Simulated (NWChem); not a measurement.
System: C3H6OSi; SMILES C1[SiH2]OCC=1

Here is an NWChem input.

```
start job
memory heap 200 mb stack 900 mb global 1100 mb
geometry units angstroms noautoz
  C      0.632534     1.333598     0.000000
  C      1.346245     0.196619     0.000000
  Si     0.104374    -1.191288     0.000000
  O     -1.224004    -0.156248     0.000000
  C     -0.864596     1.200984     0.000000
  H      1.074286     2.337895     0.000000
  H      2.438523     0.195204     0.000000
  H      0.116701    -2.073383     1.206313
  H      0.116701    -2.073383    -1.206313
  H     -1.294307     1.709103    -0.885766
  H     -1.294307     1.709103     0.885766
end
basis spherical
  * library def2-tzvp
end
dft
  xc xpbe96 cpbe96
  iterations 150
  semidirect filesize 400000000
  mulliken
end
task dft energy
```

Geometry: optimised at PBE0/def2-SVP.

### Question
What results follow from this input? (PBE/def2-TZVP.) Quantities: energy (Ha); highest occupied level (eV); orbital gap (eV); dipole (D).

### Answer
- energy (Ha) = -482.35
- highest occupied level (eV) = -6.25
- orbital gap (eV) = 4.91
- dipole (D) = 1.66
